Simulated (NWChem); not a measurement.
# CH₂NO cation; SMILES [NH2+]=C=O

Results from NWChem. Pople sets run with spherical d functions. Geometry: optimised at PBE0/def2-SVP.

Q: What does the run give for LC-wPBE (HJS exchange hole, range parameter 0.4 per bohr)/6-31G*? Quantities: highest occupied level (eV); orbital gap (eV).

A: 
```yaml
highest occupied level (eV): -19.94
orbital gap (eV): 14.03
```
